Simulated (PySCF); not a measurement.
Working out the ionisation energy of Al²⁺

Al²⁺ [Ne] 3s1 (2S) → Al³⁺ [Ne] (1S). All numbers are calculated (PySCF 2.14, scalar relativity by spin-free X2C-1e, in x2c-TZVPPall with one added diffuse shell each of s, p, d type (6s6p4d1f, 51 functions)). Frozen: 1s2. Energies in hartree (1 hartree = 27.21139 eV):

| part | Al²⁺ (lower) | Al³⁺ (upper) |
| --- | --- | --- |
| UHF | -241.459494 | -240.427930 |
| MP2 opposite-spin | -0.103629 | -0.098912 |
| MP2 same-spin | -0.041823 | -0.037623 |

**Question.** What does Hartree-Fock give?

**Answer.** (-240.427930) − (-241.459494) = 1.031564 hartree = 28.070 eV.

**Question.** What do MP2 and SCS-MP2 (6/5 opposite-spin, 1/3 same-spin) give?

**Answer.** The opposite-spin parts differ by 0.128 eV and the same-spin parts by 0.114 eV. MP2: 28.070 + (0.128) + (0.114) = 28.312 eV. SCS-MP2: 28.070 + 1.2 × (0.128) + (0.114)/3 = 28.262 eV.

Measured between the centres of the two terms (NIST): 28.448 eV, so MP2 (valence and next inner shell) is off by -0.136 eV.

What remains against the reference includes basis incompleteness, the frozen core and correlation beyond second order.
